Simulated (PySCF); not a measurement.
## Mn: excitation energy

Mn [Ar] 3d5 4s2 (6S) → Mn [Ar] 3d4 4s2 5s1 (6D), as a difference of total energies. All numbers are calculated (PySCF 2.14, the non-relativistic Hamiltonian (point nucleus), in aug-cc-pVDZ). Correlated levels: valence: [Ar] frozen. The calculations carry no spin-orbit coupling.

| method | excitation energy (eV) |
| --- | --- |
| UHF | 11.111 |
| LDA | 12.555 |
| PBE | 12.227 |
| PBE0 | 12.114 |
| r2SCAN | 12.456 |
| B2PLYP | 11.859 |
| CAM-B3LYP | 12.050 |
| wB97M-V | 12.006 |
| revPBE | 12.195 |
| MP2 (valence) | 11.763 |
| SCS-MP2 (valence) | 11.212 |

Problem. How much does correlation contribute at MP2 (valence)?

Solution. 11.763 − (11.111) = 0.652 eV, measured against UHF.

A first-order spin-orbit estimate (lowest level to lowest level, LS coupling) adds -0.066 eV.

The upper state lies above the first ionisation limit, where it may autoionise and the basis confines it. A Rydberg-like electron needs more diffuse functions than a valence basis has.

The promoted electron is Rydberg-like, and one or two diffuse shells describe it only roughly, which tends to raise the upper state.
